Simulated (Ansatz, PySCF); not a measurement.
4-chlorobut-1-ene (C4H7Cl), SMILES C=CCCCl.

Coordinates come from a PBE0-D3(BJ)/def2-SVP optimisation. Other conformers were not sampled.

Vertical ionisation energy (IE) and electron affinity (EA) in eV. Rows of orbital energies are one-electron estimates. Where ΔSCF, EOM or ADC give a negative EA the extra electron is unbound and the value depends on the basis.

```tsv
level	IE	EA
−ε(HOMO), −ε(LUMO), HF/def2-TZVP (PySCF)	10.18	-3.53
−ε(HOMO), −ε(LUMO), PBE/def2-TZVP (PySCF)	6.59	1.26
ΔSCF, CAM-B3LYP/def2-SVPD (Ansatz), final states of multiplicity 2 and 2	10.05	-1.52
ΔSCF, PBE/def2-SVPD (Ansatz), final states of multiplicity 2 and 2	[?]	[?]
```

Question: What belongs in the gaps? (An estimate is asked for; the answer gives what the named calculation found.)

Answer: 
- ΔSCF, PBE/def2-SVPD (Ansatz, a quantum-chemistry and plane-wave program), final states of multiplicity 2 and 2, IE: 9.51
- ΔSCF, PBE/def2-SVPD (Ansatz), final states of multiplicity 2 and 2, EA: -1.10

Question: What vertical singlet–triplet gap does ΔSCF give with CAM-B3LYP/def2-SVPD (Ansatz) and with PBE/def2-SVPD (Ansatz)? (Estimate from the structure and the level; the computed values follow.)

Answer: 4.34 and 4.38 eV (triplet above singlet where positive).
